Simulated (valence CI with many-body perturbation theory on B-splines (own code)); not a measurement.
The numbers below are computed, except where a source is named.
**Sensitivity of CI+MBPT for Eu XLII**

Method: relativistic CI+MBPT: four valence electrons over a frozen Dirac-Fock core [Ar], radial functions for each j: 6 s, 6 p, 5 d, 5 f, 1 g, with the one-electron correlation potential Σ1 (screened to all orders), the two-electron term Σ2, the three-electron term Σ3, Breit, model QED; selected single and double excitations, second order for the rest, scaled by the run's own slope (own B-spline code, finite nucleus).

The last digits are not significant, and no measured levels were compared; by estimate large intervals hold to a few tenths of a per cent, small ones and those within an open d or f shell to about a per cent. Only levels of the ground parity were solved; by the run's estimate the other parity begins above the list, which can be wrong where configurations are misplaced.

The reference run has the lowest level (3d3/2^4) J=0 and an ionisation energy of 3169.06 eV. Its largest variational space holds 8005 state functions.

Levels are named by their leading jj configuration (3d3/2^4 stands for four electrons in 3d with j = 3/2), which in mixed levels can hold well under half, so a name can repeat and another be missing. Letters in brackets count levels of one name in rising energy.

Changed runs:
A. size limit of the variational space 10000 → 1500; second order for the rest on → off; scale of Σ1 1 → 1.1
B. correlating orbitals by l 3 3 3 3 1 → 4 4 3 0 0; logarithmic knot step 0.27 → 0.4
C. lowest core n in screening and Σ2 1 → 4; screening of Σ1 on → off
D. start configuration 3d4 → 4d4 (bad on purpose)

Excitation energies of the reference run in cm⁻¹, and shifts in cm⁻¹:

```
                    Level  Reference      A      B
      (3d3/2^3 3d5/2) J=1     212748   +955   -832
      (3d3/2^3 3d5/2) J=4     294140  +3348    -91
      (3d3/2^3 3d5/2) J=2     296866  +2263   -344
      (3d3/2^3 3d5/2) J=3     323667  +2577    -34
    (3d3/2^2 3d5/2^2) J=0     485142   +274   -721
(3d3/2^2 3d5/2^2) J=2 [a]     502580  +1891   -102
(3d3/2^2 3d5/2^2) J=4 [a]     503567  +2124   -843
(3d3/2^2 3d5/2^2) J=3 [a]     518003  +2541   -544
    (3d3/2^2 3d5/2^2) J=5     546188  +1779   -428
    (3d3/2^2 3d5/2^2) J=6     565998   +855   -307
    (3d3/2^2 3d5/2^2) J=1     568727  +1439   +129
(3d3/2^2 3d5/2^2) J=4 [b]     598234  +2638   +160
   Ionisation energy (eV)    3169.06  +0.26  -0.34
```

Run C: It gave no result: the setting left no core shell for the response of the core. The program said: "need at least one array to concatenate".

Run D: It gave no result: the start configuration must fill the lowest shells above the core. The program said: "4d is not the lowest shell of its kind above the core".
